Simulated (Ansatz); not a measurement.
Consider the formal exchange of groups at the Si–O bond: `O[SiH](O)[SiH](O)F` + `C=C` → `C=C[Si@@H](O)[Si@@H](O)F` + H₂O.

Calculated with Ansatz (gas phase, PBE0-D4/def2-TZVP geometries, no zero-point term in ΔE). CBS: MP2 limit from def2 TZ/QZ plus the TZ coupled-cluster correction, frozen cores. This one scheme is used for every species. Functionals use def2-TZVPP. B3LYP here is the variant with VWN-RPA as its local correlation; programs differ in this. Each species was taken in one conformer, which may not be the lowest.

```json
{"level": "PBE0", "ΔE (kJ/mol)": "99.8"}
{"level": "B3LYP", "ΔE (kJ/mol)": "110.3"}
{"level": "SCS-MP2/def2-TZVPP", "ΔE (kJ/mol)": "105.9"}
{"level": "MP2/def2-QZVPP", "ΔE (kJ/mol)": "101.1"}
```

Task: What does CCSD(T)/CBS give? (Best estimate.)

Result: Ansatz gave: +100.6 kJ/mol. The listed levels differ from it by -0.8, 9.7, 5.3, 0.5 kJ/mol.

Largest T1 diagnostic among the species: 0.013.

The D4 term adds −6.8 kJ/mol with B3LYP and −4.1 kJ/mol with PBE0; it sums over pairs of atoms, weighted by their polarisabilities, and B3LYP, whose exchange is more repulsive, gets the larger term. In def2-TZVPP, CCSD(T) changes the Hartree–Fock value by −15.1 kJ/mol (the triples alone add −2.1 kJ/mol) and MP2 by −15.7 kJ/mol.

CCSD(T)/CBS has its own doubt, a few kJ/mol and more with outer-core shells, so smaller differences from it don't rank the levels.
